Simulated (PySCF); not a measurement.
C4H4F2. Atoms are numbered in the order given.

```xyz
10

C      2.8005    -0.2535     0.0000
C      1.5700     0.1940     0.0000
C      0.3304     0.6257     0.0000
C     -0.8488    -0.2993     0.0000
F     -1.6287    -0.0581     1.0956
F     -1.6287    -0.0581    -1.0956
H      3.3347    -0.4449     0.9367
H      3.3347    -0.4449    -0.9367
H      0.0976     1.6971     0.0000
H     -0.5630    -1.3629     0.0000
```

The structure is a stationary point at TPSSh-D3(BJ)/def2-SVP. One conformer was computed; it need not be the lowest.

Level of theory: PBE0/pcSseg-1 in PySCF.

GIAO shieldings, no solvent; atoms alike by connectivity are averaged. δ = σ(ref) − σ: ¹³C against TMS (σ = 186.3 ppm); ¹⁹F against CFCl3 (σ = 167.2 ppm); ¹H against TMS (σ = 31.56 ppm), references at their B3LYP-D3(BJ)/def2-TZVP geometries, non-relativistic.

**Question.** Estimate the chemical shifts. (Estimate from the structure and the level; the computed values follow.)

**Answer.** 
```csv
nucleus,atoms,count,δ (ppm)
¹³C,C2,1,227.7
¹³C,C4,1,123.9
¹³C,C3,1,97.1
¹³C,C1,1,86.2
¹⁹F,"F5, F6",2,-122.8
¹H,H10,1,6.36
¹H,H9,1,6.00
¹H,"H7, H8",2,5.62
```
